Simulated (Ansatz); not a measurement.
Mulliken charges of CH5GeNS (`S[CH]1[NH][GeH2]1`) from PBE/def2-TZVPP in Ansatz (PBE0-D4/def2-TZVP geometry).

```csv
atom,x (Å),y (Å),z (Å),charge (e)
S1,-1.691,-0.174,1.465,-0.154
C2,-0.730,0.263,0.021,-0.035
N3,0.546,0.937,0.219,-0.319
Ge4,0.786,-0.658,-0.738,0.148
H5,-0.672,-0.685,2.175,0.101
H6,-1.421,0.685,-0.710,0.104
H7,0.618,1.828,-0.259,0.144
H8,1.588,-1.690,0.047,0.008
H9,1.065,-0.552,-2.238,0.003
```

**Question.** By hand: the dipole of these point charges (1 e Å = 4.8032 D).

**Answer.** Σ q r = (0.117, -0.129, -0.303) e Å, of length 0.349 e Å = 1.68 D.

**Question.** How does the dipole of the full density compare? (An estimate is asked.)

**Answer.** Ansatz gave: (0.209, -0.027, -0.392) e Å, 2.14 D; the point charges give 0.79 times that, at 19° from its direction.

Point charges leave out the atoms' own dipoles, such as those of lone pairs, and Mulliken's split depends on the basis, so the two needn't agree.
